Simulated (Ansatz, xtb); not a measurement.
BH2O2P: which of two conformers lies lower

Structure a: `O=BOP`, a singlet. Structure b: `O=BOP`, a singlet. Both are isolated molecules in the gas phase, relaxed with PBE0-D3(BJ)/def2-SVP.

a (Å):

```yaml
atoms:
  - { symbol: B, position_ang: [-2.2441, 2.9617, 1.3436] }
  - { symbol: O, position_ang: [-3.2169, 2.8577, 0.6295] }
  - { symbol: O, position_ang: [-1.2035, 3.1029, 2.1367] }
  - { symbol: P, position_ang: [0.2278, 2.1861, 2.1459] }
  - { symbol: H, position_ang: [0.2763, 1.9923, 3.5607] }
  - { symbol: H, position_ang: [1.1220, 3.2986, 2.2142] }
```

b (Å):

| atom | x (Å) | y (Å) | z (Å) |
| --- | --- | --- | --- |
| B | 2.1522 | 1.4149 | 0.8428 |
| O | 2.9629 | 0.5585 | 0.5666 |
| O | 1.2770 | 2.3517 | 1.1433 |
| P | -0.4106 | 2.2389 | 1.2916 |
| H | -0.4709 | 1.0600 | 2.1046 |
| H | -0.6758 | 1.4873 | 0.1003 |

Estimate which is lower in electronic energy at CCSD(T)/def2-TZVPP, and by roughly how much.

Too close to call at this level: CCSD(T)/def2-TZVPP gives E(b) − E(a) = +0.004 eV.

The same difference at several levels:

```csv
level,geometry,E(b) − E(a) (eV),departure from the last row (eV),"job, with rough time for the two"
PBE0-D3(BJ)/def2-SVP,PBE0-D3(BJ)/def2-SVP,+0.027,+0.023,"optimisation, 17 s"
HF/def2-TZVPP,PBE0-D3(BJ)/def2-SVP,+0.002,−0.002,part of the CCSD(T) run
MP2/def2-TZVPP,PBE0-D3(BJ)/def2-SVP,+0.006,+0.003,part of the CCSD(T) run
CCSD(T)/def2-TZVPP,PBE0-D3(BJ)/def2-SVP,+0.004,,"single point, 50 s"
```

The largest departure from CCSD(T)/def2-TZVPP is that of PBE0-D3(BJ)/def2-SVP, 0.023 eV. Levels run at GFN2-xTB geometries aren't shown.

With harmonic frequencies from PBE0-D3(BJ)/def2-SVP (ideal gas, rigid rotor, one conformer each, 400 K, 1 atm): on the last row, ΔE + ΔZPE = +0.001, ΔH = 0.000, ΔG = +0.004 eV.

The correlated steps freeze 8 core orbitals. Programs: Ansatz 0.2.0; the last row on 2 threads of Arm Neoverse V2 on a shared host.
